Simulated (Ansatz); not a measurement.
Computed with Ansatz on PBE0-D4/def2-TZVP structures; ΔE is electronic, products minus reactants. CCSD(T)/CBS is the MP2 limit (def2-TZVPP, def2-QZVPP) plus CCSD(T) − MP2 in def2-TZVPP, frozen cores. Functionals use def2-TZVPP. B3LYP here is the variant with VWN-RPA as its local correlation; programs differ in this. def2 core potentials past Kr. For Te outer-core shells are correlated without core-valence functions, which leaves a few kJ/mol of doubt a bond.

Reaction (redistribution): `FC[TeH]` + `[SiH3]C([SiH3])[SiH3]` → `[SiH3]C([SiH3])[TeH]` + `FC[SiH3]`

`FC[TeH]`:

Z-matrix (Å, degrees):
```
C
Te 1 2.145
F 1 1.369 2 113.1
H 1 1.090 2 108.4 3 121.2
H 1 1.091 2 106.4 3 -119.8
H 2 1.657 1 93.1 3 -81.4
```

`[SiH3]C([SiH3])[SiH3]`:

Z-matrix (Å, degrees):
```
Si
C 1 1.874
H 1 1.487 2 109.4
H 1 1.487 2 110.5 3 -119.7
H 1 1.489 2 111.1 3 119.6
Si 2 1.874 1 111.0 3 -76.8
Si 2 1.874 1 111.0 3 47.2
H 2 1.097 1 107.9 3 165.2
H 6 1.489 2 111.1 1 166.8
H 6 1.487 2 109.4 1 47.3
H 6 1.487 2 110.5 1 -72.4
H 7 1.489 2 111.1 1 42.7
H 7 1.487 2 110.5 1 163.4
H 7 1.488 2 109.4 1 -76.9
```

`[SiH3]C([SiH3])[TeH]`:

Cartesian coordinates in Å:
```
Si -1.463 0.180 -0.969
C -0.234 0.407 0.429
Si 1.517 0.004 -0.095
Te -0.839 -0.883 2.043
H -2.857 0.213 -0.447
H -1.302 1.276 -1.962
H -1.226 -1.128 -1.630
H -0.277 1.435 0.796
H 1.591 -1.412 -0.534
H 1.922 0.889 -1.223
H 2.457 0.216 1.038
H 0.711 -1.197 2.553
```

`FC[SiH3]`:

Cartesian coordinates in Å:
```
F 1.871 -0.347 0.353
C 0.519 -0.565 0.598
Si -0.541 0.514 -0.544
H 0.322 -0.338 1.651
H 0.311 -1.629 0.442
H -1.970 0.236 -0.235
H -0.264 0.178 -1.963
H -0.249 1.949 -0.303
```

```json
{"level": "PBE-D4", "ΔE (kJ/mol)": "25.7", "difference from CCSD(T)/CBS": "7.4"}
{"level": "r2SCAN-D4", "ΔE (kJ/mol)": "28.1", "difference from CCSD(T)/CBS": "9.8"}
{"level": "PBE0-D4", "ΔE (kJ/mol)": "25.3", "difference from CCSD(T)/CBS": "7.0"}
{"level": "B3LYP-D4", "ΔE (kJ/mol)": "22.4", "difference from CCSD(T)/CBS": "4.1"}
{"level": "ωB97X-V", "ΔE (kJ/mol)": "23.2", "difference from CCSD(T)/CBS": "4.9"}
{"level": "ωB97M-V", "ΔE (kJ/mol)": "23.3", "difference from CCSD(T)/CBS": "5.0"}
{"level": "B2PLYP", "ΔE (kJ/mol)": "21.7", "difference from CCSD(T)/CBS": "3.4"}
{"level": "PBE", "ΔE (kJ/mol)": "26.3", "difference from CCSD(T)/CBS": "8.0"}
{"level": "r2SCAN", "ΔE (kJ/mol)": "27.9", "difference from CCSD(T)/CBS": "9.6"}
{"level": "PBE0", "ΔE (kJ/mol)": "25.8", "difference from CCSD(T)/CBS": "7.5"}
{"level": "B3LYP", "ΔE (kJ/mol)": "23.6", "difference from CCSD(T)/CBS": "5.3"}
{"level": "HF/def2-TZVPP", "ΔE (kJ/mol)": "21.4", "difference from CCSD(T)/CBS": "3.1"}
{"level": "MP2/def2-TZVPP", "ΔE (kJ/mol)": "19.0", "difference from CCSD(T)/CBS": "0.7"}
{"level": "SCS-MP2/def2-TZVPP", "ΔE (kJ/mol)": "18.4", "difference from CCSD(T)/CBS": "0.1"}
{"level": "CCSD/def2-TZVPP", "ΔE (kJ/mol)": "20.9", "difference from CCSD(T)/CBS": "2.6"}
{"level": "CCSD(T)/def2-TZVPP", "ΔE (kJ/mol)": "20.8", "difference from CCSD(T)/CBS": "2.5"}
{"level": "HF/def2-QZVPP", "ΔE (kJ/mol)": "21.4", "difference from CCSD(T)/CBS": "3.1"}
{"level": "MP2/def2-QZVPP", "ΔE (kJ/mol)": "17.6", "difference from CCSD(T)/CBS": "-0.7"}
{"level": "SCS-MP2/def2-QZVPP", "ΔE (kJ/mol)": "17.1", "difference from CCSD(T)/CBS": "-1.2"}
{"level": "HF/CBS(def2)", "ΔE (kJ/mol)": "21.4", "difference from CCSD(T)/CBS": "3.1"}
{"level": "MP2/CBS(def2)", "ΔE (kJ/mol)": "16.5", "difference from CCSD(T)/CBS": "-1.8"}
{"level": "CCSD/CBS(def2)", "ΔE (kJ/mol)": "18.4", "difference from CCSD(T)/CBS": "0.1"}
{"level": "CCSD(T)/CBS", "ΔE (kJ/mol)": "18.3", "difference from CCSD(T)/CBS": "0"}
```

Largest T1 diagnostic among the species: 0.011.
